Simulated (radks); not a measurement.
Results of a calculation; reference values are marked as such.
Ionisation ladder of palladium, from Pd+ to Pd13+. Each ion is in the ground configuration listed by NIST, and IE = E(next ion) - E(this ion). Level of theory: Dirac Kohn-Sham, LDA (Slater exchange, Perdew-Wang correlation), spin-unpolarised, spherical densities, point nucleus; open shells are shared between the two j in proportion to 2j + 1 (a radial shooting solver on a logarithmic mesh with Libxc functionals).

| species | configuration | E (hartree) | IE, Delta-SCF (eV) | IE, NIST (eV) | kind | error (eV) |
|---|---|---|---|---|---|---|
| Pd+ | [Kr] 4d9 | -5041.83533 | 21.083 | 19.4 | semi-emp. | +1.653 |
| Pd2+ | [Kr] 4d8 | -5041.06054 | 34.597 | 32.930 | semi-emp. | +1.667 |
| Pd3+ | [Kr] 4d7 | -5039.78914 | 49.553 | 46 | theory | +3.553 |
| Pd4+ | [Kr] 4d6 | -5037.96809 | 65.731 | 61 | theory | +4.731 |
| Pd5+ | [Kr] 4d5 | -5035.55253 | 82.981 | 84 | theory | -1.119 |
| Pd6+ | [Kr] 4d4 | -5032.50303 | 101.20 | 101 | theory | +0.2 |
| Pd7+ | [Kr] 4d3 | -5028.78397 | 120.31 | 120 | theory | +0.3 |
| Pd8+ | [Kr] 4d2 | -5024.36256 | 140.26 | 141 | theory | -0.7 |
| Pd9+ | [Kr] 4d1 | -5019.20820 | 160.99 | 160 | theory | +1.1 |
| Pd10+ | [Kr] | -5013.29207 | 240.81 | 238.6 | semi-emp. | +2.2 |
| Pd11+ | [Ar] 3d10 4s2 4p5 | -5004.44248 | 264.95 | 260 | theory | +5.0 |
| Pd12+ | [Ar] 3d10 4s2 4p4 | -4994.70566 | 289.58 | 286 | theory | +3.6 |
| Pd13+ | [Ar] 3d10 4s2 4p3 | -4984.06365 | 314.66 | 311 | theory | +3.7 |

Reference values: NIST Atomic Spectra Database (exp. = measured, semi-emp. = semi-empirical, theory = theoretical value adopted there). Errors are taken from the NIST values before rounding. The ionisation energy per charge of the ion left behind rises most, in proportion, at Pd10+ ([Kr]), from 16.099 to 21.892 eV. Against the entries that are not theoretical the mean signed error is +4.8 % and the largest +8.5 %. Spin polarisation and multiplet splitting are left out, so open shells lie too high by an amount that depends on their filling. Sharing an open shell by 2j + 1 raises it above the true ground level by a part of the spin-orbit splitting, which enters the differences from NIST.

Beside tabulated values, note that spin-unpolarised runs miss the spin-polarisation part of the exchange energy of open shells.
